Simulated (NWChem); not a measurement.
## Total energies of H4AlClS

```xyz
7

Al    -0.6841    -0.7218    -0.4927
H     -0.3535    -2.2247    -0.1231
H     -2.1562    -0.1612    -0.6455
Cl     0.8462     0.3450    -1.5603
S     -0.2453     0.2650     1.8937
H      1.0995     0.1024     1.8863
H     -0.1569     1.5620     1.5129
```
Charge 0, spin multiplicity 1.

Program: NWChem. Structure: optimised with B3LYP/def2-SVP, a minimum by its harmonic frequencies.

Basis set: def2-SVP (74 functions).

| method | total energy (Ha) | relative cost |
|---|---|---|
| RHF | -1101.00360 | 1 |
| MP2 | -1101.35100 | under 3 |
| B2PLYP | -1102.52536 | 4 |
| PBE | -1102.42909 | 3 |
| B3LYP | -1102.99951 | 3 |
| PBE0 | -1102.53346 | under 3 |
| CCSD(T) | -1101.40797 | 40 |

Total energies of different functionals aren't comparable as a measure of quality: only differences taken within one method are. The cost column gives rough processor time relative to RHF; each entry includes its own SCF.

The correlated methods keep 15 core orbitals frozen. B3LYP has NWChem's definition, with VWN1-RPA local correlation. The structure started from a generated list of species. Coupled-cluster values serve here as a point of comparison, not as the truth.
